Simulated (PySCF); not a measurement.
Positional isomers: trisilane hydroxy+amino. All species are isolated molecules in the gas phase. One relaxed conformer stands for each flexible species; it need not be the lowest. Strings in code marks are SMILES.

The four lowest singlet excitations (Tamm–Dancoff). These are PBE-D3(BJ)/def2-TZVP // r2SCAN-D4/def2-TZVP (PySCF) values and carry that method's errors. Excitations are Tamm–Dancoff values on a coarser integration grid. The basis has no diffuse functions, so Rydberg states are missing or too high.

| state | energy (eV) | wavelength (nm) | oscillator strength |
|---|---|---|---|
| S1 | 5.32 | 233 | 0.018 |
| S2 | 5.69 | 218 | 0.141 |
| S3 | 5.86 | 212 | 0.017 |
| S4 | 6.07 | 204 | 0.029 |

Task: Which member gives these states?
A) `N[Si](O)([SiH3])[SiH3]`
B) `N[SiH2][Si@@H](O)[SiH3]`
C) `N[Si@@H](O)[SiH2][SiH3]`
D) `N[SiH2][SiH2][SiH2]O`

Result: C, `N[Si@@H](O)[SiH2][SiH3]`
